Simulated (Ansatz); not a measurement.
A CCSD(T) single point on CH$_{7}$BFInOSi, SMILES `B[O][In]([F])[CH2][SiH3]`.

```yaml
crystal:
  periodic: [false, false, false]
  atoms:
    - {symbol: B, position_ang: [1.459006, -2.860864, -0.711751]}
    - {symbol: O, position_ang: [1.673861, -1.549566, -0.542003]}
    - {symbol: In, position_ang: [0.420341, -0.069418, -0.997482]}
    - {symbol: F, position_ang: [-0.325422, -0.405563, -2.764893]}
    - {symbol: C, position_ang: [0.002634, 1.684633, 0.116440]}
    - {symbol: Si, position_ang: [-1.383574, 1.472326, 1.358028]}
    - {symbol: H, position_ang: [2.356860, -3.621576, -0.449923]}
    - {symbol: H, position_ang: [0.394845, -3.285358, -1.100392]}
    - {symbol: H, position_ang: [-0.245364, 2.459343, -0.612654]}
    - {symbol: H, position_ang: [0.929987, 1.961930, 0.623473]}
    - {symbol: H, position_ang: [-2.630412, 1.070153, 0.655524]}
    - {symbol: H, position_ang: [-1.628170, 2.738677, 2.096463]}
    - {symbol: H, position_ang: [-1.024582, 0.405272, 2.329180]}
basis:
  gaussian: {orbitals: def2-SVP}
correlation: {method: ccsd_t}
```

```sh
$ ansatz run in.yaml --threads 2 --pin off --events-out ev --progress --plain --max-ram 32768MiB --backend cuda --devices 0, --max-vram 18GiB
```

Output of Ansatz, abridged:

```
Functional definition: HF
1409 factors; integrals over basis functions are off by at most 1.1e-3 eV
mean field evaluation 1: about -19555.8990 eV, gradient 4.9e1 eV
mean field evaluation 2: about -19556.0134 eV, gradient 4.9e1 eV
mean field evaluation 4: about -19561.1700 eV, gradient 3.8e0 eV
mean field evaluation 8: about -19561.2443 eV, gradient 8.5e-2 eV
mean field -19561.24439471 eV, -718.8624724180 hartree, gradient 2.5e-6 eV, S^2 0.000000; 0 other end points of the search recorded, 0 dependent functions left out
13 core orbitals not correlated: weight in the atoms' cores, before any rotation towards them, 1.000 or more for the frozen orbitals, at most 0.000 for the correlated occupied ones
reference -19561.24439471 eV, -718.8624724180 hartree; 22, 22 occupied and 100, 100 virtual orbitals, 1409 factors
second order -21.50290081 eV of doubles, -0.00000000 eV of singles
cycle   1  -22.14118963 eV  change   -6.4e-1 eV  update   1.3e-1
cycle   2  -22.78131797 eV  change   -6.4e-1 eV  update   4.3e-2
cycle   3  -22.98491144 eV  change   -2.0e-1 eV  update   2.6e-2
cycle   4  -22.98480209 eV  change    1.1e-4 eV  update   7.0e-3
cycle   5  -22.97815776 eV  change    6.6e-3 eV  update   3.2e-3
cycle   6  -22.97845634 eV  change   -3.0e-4 eV  update   1.1e-3
cycle   7  -22.97835495 eV  change    1.0e-4 eV  update   3.7e-4
cycle   8  -22.97823625 eV  change    1.2e-4 eV  update   1.4e-4
cycle   9  -22.97826637 eV  change   -3.0e-5 eV  update   5.6e-5
cycle  10  -22.97829609 eV  change   -3.0e-5 eV  update   2.3e-5
perturbative correction -0.59868799 eV, -0.0220013779 hartree
Total energy: -19584.82137879 eV, -719.7289106018 hartree
```

Hardware: 2 threads of an AMD EPYC 7R13 on a shared host and a share of an NVIDIA H100 80 GB. Wall time 6.5 s, peak host memory 0.78 GiB.

MP2 recovers 91.2 % of the CCSD(T) correlation energy and the triples give 2.5 %; T1 = 0.0147.
